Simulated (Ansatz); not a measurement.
Complex (SMILES): F (HF) with S (H2S), atoms 1 to 2 the first; geometry from B3LYP-D3(BJ)/def2-TZVP, monomers rigid:
```xyz
5

F      1.0514    -0.0999    -0.0372
H      0.2433     0.3752     0.0204
S     -1.5978     1.6545     0.0327
H     -1.5779     1.8425    -1.2976
H     -0.9121     2.7859     0.2673
```

Interaction energy at HF with Ansatz (a quantum-chemistry and plane-wave program), kcal/mol, without and with the counterpoise correction (monomers among the partner's ghost functions). Cartesian d functions, on some or all atoms, in 6-31G*, 6-311+G**; all else is spherical. No added dispersion term, no relativity. Reference, counterpoise-corrected: the value in aug-pcseg-3, -3.21.

| basis | functions | uncorrected | counterpoise | counterpoise correction | mean of both |
|---|---|---|---|---|---|
| 6-31G | 28 | -3.07 | -1.97 | 1.09 | -2.52 |
| def2-SV(P) | 38 | -5.00 | -3.56 | 1.44 | -4.28 |
| 6-31G* | 40 | -2.94 | -2.15 | 0.78 | -2.54 |
| 6-311+G** | 71 | -3.51 | -3.12 | 0.39 | -3.31 |
| aug-cc-pV(D+d)Z | 82 | -3.64 | -3.29 | 0.35 | -3.46 |
| def2-TZVPD | 113 | -3.29 | -3.15 | 0.14 | -3.22 |
| def2-TZVPP | 115 | -3.45 | -3.17 | 0.28 | -3.31 |
| aug-pcseg-2 | 165 | -3.32 | -3.21 | 0.12 | -3.26 |

The corrected value lies nearer the reference in 6 of 8 rows.
